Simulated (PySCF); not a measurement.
s to d promotion along the 3d series

Calculated with PySCF 2.14 from differences of total energies of unrestricted determinants, without spin-orbit coupling. Basis: def2-TZVPPD, non-relativistic. Energy of d^(n+1) s¹ above d^n s² in eV (negative where d^(n+1) s¹ lies lower), between high-spin terms; measured values are centres of gravity of the terms (NIST).

```
element                         terms     UHF     LDA     PBE  r2SCAN    PBE0  MP2 (valence and next inner shell)  CCSD(T) (valence)  CCSD(T) (valence and next inner shell)  measured
     Sc   3d1 4s2 (2D) → 3d2 4s1 (4F)   0.999     n/a     n/a     n/a     n/a                               1.400              1.592                                   1.570     1.427
     Ti   3d2 4s2 (3F) → 3d3 4s1 (5F)   0.585  -0.279  -0.280  -0.505  -0.050                               0.471              0.962                                   0.787     0.806
     Cr   3d4 4s2 (5D) → 3d5 4s1 (7S)  -1.079  -2.145  -2.069  -2.201  -1.816                              -1.720             -0.991                                  -1.140    -1.003
     Mn   3d5 4s2 (6S) → 3d6 4s1 (6D)   3.175   0.988   0.867   1.212   1.377                               1.691              2.374                                     n/a     2.145
     Ni   3d8 4s2 (3F) → 3d9 4s1 (3D)   1.387  -1.232  -0.889  -0.244  -0.406                              -1.364              0.030                                  -0.122       n/a
     Cu  3d9 4s2 (2D) → 3d10 4s1 (2S)  -0.246  -2.636  -2.352  -2.015  -1.895                              -3.237             -1.664                                  -1.749    -1.490
```

**Question.** Which way does each method err?

**Answer.** Mean (and mean absolute) errors over the 3 elements with all values: UHF 0.32 (0.51) eV; LDA -1.12 (1.12) eV; PBE -1.00 (1.00) eV; r2SCAN -1.01 (1.01) eV; PBE0 -0.69 (0.69) eV; MP2 (valence and next inner shell) -0.93 (0.93) eV; CCSD(T) (valence) 0.00 (0.11) eV; CCSD(T) (valence and next inner shell) -0.14 (0.14) eV. A negative mean favours the extra d electron, a positive one the s² configuration.
